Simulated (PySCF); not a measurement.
Simulation results for AlGeH3NO

Calculation on a computer-drawn molecule: the log of a Hartree-Fock and frozen-core CCSD(T) single point meant for a local Hartree-Fock minimum, with one planted fault or none, to be diagnosed. Offsets are logged minus clean, where the clean run is the same molecule without the fault. The reference is restricted for singlets and unrestricted otherwise, and also for a bond in bohr or an excited solution. Adding or removing an electron swaps singlet and doublet. The excited solution moves the top pair (singlet) or top alpha electron (doublet) to the lowest empty orbital. Highest occupied and lowest empty are orbital energies over both spins, largest force is the largest gradient component, triples share is (T) over the correlation energy, the T1 limit is 0.02 restricted and 0.045 unrestricted, electrons count all cores, a negative frequency is imaginary (commonest isotopes), and the dipole is about the centre of nuclear charge; on germanium a core potential holds 10 electrons, which the energies leave out, and 3d is frozen in MP2 and coupled-cluster steps. Program: PySCF 2.14.0.

```yaml
- formula: AlGeH3NO
  logged_structure:
    atoms_angstrom:
      - [O, 3.9112, -0.4674, -0.5024]
      - [Al, 2.3309, -0.4347, -0.2586]
      - ["N", 0.699, -0.4012, -0.0061]
      - [Ge, -0.9677, -0.3658, 0.2524]
      - [H, 4.8399, -0.4861, -0.6478]
      - [H, -1.9342, -0.7709, -0.8397]
      - [H, -1.5404, 0.0717, 1.5835]
  given:
    meant_charge: 1
    meant_multiplicity: 1
    meant_basis: "cc-pV(D+d)Z"
    meant_basis_and_core_potential_on_germanium: "cc-pVDZ-PP ECP10MDF"
    logged_electrons: 63
    logged_basis_functions: 89
    logged_SCF_converged: "yes"
    logged_spin_squared: 0.7685
    "logged_highest_occupied [eV]": -4.8999
    "logged_lowest_empty [eV]": 1.0499
    "logged_largest_force [hartree/bohr]": 0.090922
    logged_T1_diagnostic: 0.019553
    logged_D1_diagnostic: 0.061837
    logged_triples_share: 0.029326
    logged_CC_converged: "yes"
    "logged_dipole_magnitude [debye]": 6.5853
    logged_SCF_stable_within_its_kind: "yes"
    "logged_energy_HF [hartree]": -666.31317
    "logged_energy_CCSD(T) [hartree]": -666.84546
    possible_faults: "no fault, one electron removed, one electron added, multiplicity raised by two, geometry at a saddle point, SCF held on an excited solution, minimal basis STO-3G, one bond length entered in bohr, all coordinates scaled"
    drawn_bonds_atom: [1, 2, 3, 1, 4, 4]
    drawn_bonds_other_atom: [2, 3, 4, 5, 6, 7]
    drawn_bonds_order: [1, 2, 1, 1, 1, 1]
  results:
    planted_fault: "one electron added"
    "HF_energy_offset_from_clean_run [kcal/mol]": -97.36
    "CCSD(T)_energy_offset_from_clean_run [kcal/mol]": -108.1
```
